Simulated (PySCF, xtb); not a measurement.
ReO4, SMILES [O]=[Re-](=[O])(=[O])=[O], charge -1, multiplicity 1.

Harmonic wavenumbers (cm⁻¹) from GFN2-xTB (xtb) at its own minimum, in rising order: 258, 258, 258, 275, 275, 786, 820, 820, 821.

### Question
What does PBE-D3(BJ)/def2-SVPD run with PySCF give at its own minimum? (An estimate is asked for; the answer gives what the named calculation found.)

### Answer
311, 311, 311, 319, 319, 890, 890, 890, 933. Paired by order, the mean absolute difference is 67 cm⁻¹ and the zero-point energies are 6.5 and 7.4 kcal/mol.
